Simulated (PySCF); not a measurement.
H11Si5, SMILES [SiH2][Si]([SiH3])([SiH3])[SiH3], doublet, GFN2-xTB optimised geometry.

```
16

Si    -1.90     0.79     0.08
Si     0.40     0.97     0.00
Si     1.25     2.13    -1.86
Si     1.28    -1.19     0.00
Si     1.09     2.08     1.94
H     -2.75     1.97     0.26
H     -2.63    -0.02    -0.90
H      0.70     3.49    -1.91
H      2.71     2.26    -1.92
H      0.84     1.47    -3.11
H      2.75    -1.19     0.00
H      0.87    -1.97     1.17
H      0.87    -1.95    -1.18
H      0.58     3.45     2.00
H      0.64     1.41     3.16
H      2.55     2.18     2.03
```

Density from unrestricted PBE0/def2-TZVP (PySCF) at that geometry.

Minimum of the electron density along straight lines between bonded atoms, close to the bond critical point (lines longer than 1.1 times the sum of covalent radii, or with two minima, are not listed):

```tsv
bond	length / Å	ρ at the minimum / e bohr⁻³	∇²ρ there / e bohr⁻⁵	position (fraction from the first atom)
Si1–Si2	2.303	0.091	-0.14	0.61
Si2–Si3	2.355	0.088	-0.14	0.50
Si2–Si4	2.341	0.090	-0.15	0.50
Si2–Si5	2.341	0.090	-0.15	0.50
Si1–H6	1.468	0.122	0.18	0.50
Si1–H7	1.468	0.122	0.18	0.50
Si3–H8	1.466	0.123	0.19	0.49
Si3–H9	1.466	0.123	0.19	0.49
Si3–H10	1.466	0.123	0.19	0.49
Si4–H11	1.464	0.123	0.20	0.49
Si4–H12	1.463	0.123	0.20	0.49
Si4–H13	1.464	0.123	0.20	0.49
Si5–H14	1.464	0.123	0.20	0.49
Si5–H15	1.463	0.123	0.20	0.49
Si5–H16	1.464	0.123	0.20	0.49
```
